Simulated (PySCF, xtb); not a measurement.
Ge(H)3(vinyl) (C2H6Ge), SMILES C=[CH][GeH3].

Harmonic wavenumbers (cm⁻¹) from GFN2-xTB run with xtb 6.7.1 at its own minimum, in rising order: 104, 250, 382, 498, 590, 601, 778, 848, 867, 916, 996, 1024, 1254, 1405, 1656, 1991, 2066, 2086, 3017, 3067, 3088.

### Question
What does r2SCAN-D4/def2-SVP (PySCF) give at its own minimum? (Estimate from the structure and the level; the computed values follow.)

### Answer
124, 259, 411, 533, 641, 656, 836, 884, 897, 962, 1007, 1036, 1267, 1410, 1662, 2142, 2143, 2157, 3112, 3137, 3209. Paired by order, the mean absolute difference is 48 cm⁻¹ and the zero-point energies are 39.3 and 40.7 kcal/mol.
